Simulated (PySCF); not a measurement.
B(OH)2(SMe) (CH5BO2S), SMILES CSB(O)O. Atoms are numbered in the order given.

```xyz
10

B     -0.0621     0.8230     0.0000
O      0.7103     1.9499     0.0000
H      0.2288     2.7852     0.0000
O     -1.4301     0.8018     0.0000
H     -1.8568     1.6669     0.0000
S      0.8390    -0.7619     0.0000
C     -0.5472    -1.9588     0.0000
H     -1.1716    -1.8376    -0.8950
H     -0.1008    -2.9622     0.0000
H     -1.1716    -1.8376     0.8950
```

Geometry optimised at B3LYP-D3(BJ)/def2-SVP. Other conformers were not sampled.

Level of theory: PBE/def2-TZVP (PySCF).

Isolated molecule, no solvent.

```
Quantity                                                                                                         Value
---------------------------------------------------------------------------------------------  -----------------------
total energy                                                                                        -614.41255 hartree
point group                                                                                                         Cs
highest occupied level                                                                                        -5.54 eV
lowest empty level                                                                                            -0.73 eV
orbital gap                                                                                                    4.81 eV
dipole moment                                                                                                   3.24 D
quadrupole, principal values (traceless, Buckingham form, about the centre of nuclear charge)  -8.55, -5.96, 14.51 D·Å
mean static polarisability                                                                        55.0 bohr³ (8.14 Å³)
polarisability, principal values                                                                40.4, 54.8, 69.7 bohr³
```
